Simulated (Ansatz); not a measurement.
BClH$_{6}$OSi$_{2}$, SMILES `B[SiH](Cl)O[SiH3]`, relaxed with RKS PBE-D4/def2-SVP in Ansatz 0.2.0 from a rough embedded geometry. The force threshold is 0.03 eV/Å; the program also tests the step.

The species carries charge 0 and has multiplicity 1.

Start:

```xyz
11

B    -1.214   -2.032    0.421
Si   -0.042   -0.713   -0.224
Cl   -0.013   -0.820   -2.298
O    -0.615    0.851    0.230
Si    0.696    1.925    0.130
H    -2.171   -1.819    1.077
H    -1.011   -3.215    0.155
H     1.315   -0.977    0.258
H     1.754    1.533    0.983
H     1.098    2.000   -1.276
H     0.204    3.267    0.545
```

| step | energy (eV) | largest force (eV/Å) | largest move (Å) |
| --- | --- | --- | --- |
| 1 | -31072.6004 | 2.099 | 0.000 |
| 2 | -31072.9983 | 0.960 | 0.147 |
| 3 | -31073.0986 | 0.584 | 0.135 |
| 4 | -31073.1594 | 0.358 | 0.200 |
| 5 | -31073.2018 | 0.251 | 0.200 |
| 6 | -31073.2189 | 0.244 | 0.117 |
| 7 | -31073.2308 | 0.201 | 0.099 |
| 8 | -31073.2404 | 0.124 | 0.137 |
| 9 | -31073.2461 | 0.107 | 0.098 |
| 10 | -31073.2552 | 0.107 | 0.154 |
| 11 | -31073.2618 | 0.256 | 0.195 |
| 12 | -31073.2672 | 0.180 | 0.067 |
| 13 | -31073.2731 | 0.057 | 0.033 |
| 14 (rejected) | -31073.2729 | 0.109 | 0.019 |
| 15 | -31073.2739 | 0.016 | 0.009 |

End:

```xyz
11

B    -1.360   -2.116    0.180
Si    0.204   -0.952    0.160
Cl   -0.651   -1.434   -1.830
O     0.097    0.674    0.461
Si    0.784    2.187    0.177
H    -2.446   -1.593    0.315
H    -1.216   -3.320    0.175
H     1.653   -1.338    0.060
H     2.120    2.273    0.861
H     0.961    2.401   -1.301
H    -0.146    3.218    0.741
```

Run time 19 s (4 threads of a server CPU on a shared host); peak host memory 0.16 GiB.
